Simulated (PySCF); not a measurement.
C₂H₄ClFOSi, SMILES CC(=O)[Si@@H](F)Cl.

Coordinates come from a B3LYP-D3(BJ)/def2-SVP optimisation. The structure was generated by enumeration; whether it is a known compound was not checked. Other conformers were not sampled.

Method: HF/def2-TZVP (PySCF).

Isolated molecule, no solvent.

```
Property                                                                                                        Result
---------------------------------------------------------------------------------------------  -----------------------
total energy                                                                                       -1001.04274 hartree
highest occupied level                                                                                       -11.10 eV
lowest empty level                                                                                             2.26 eV
orbital gap                                                                                                   13.36 eV
dipole moment                                                                                                   1.39 D
quadrupole, principal values (traceless, Buckingham form, about the centre of nuclear charge)  -12.56, 1.87, 10.69 D·Å
mean static polarisability                                                                        56.1 bohr³ (8.31 Å³)
polarisability, principal values                                                                49.6, 56.0, 62.6 bohr³
```
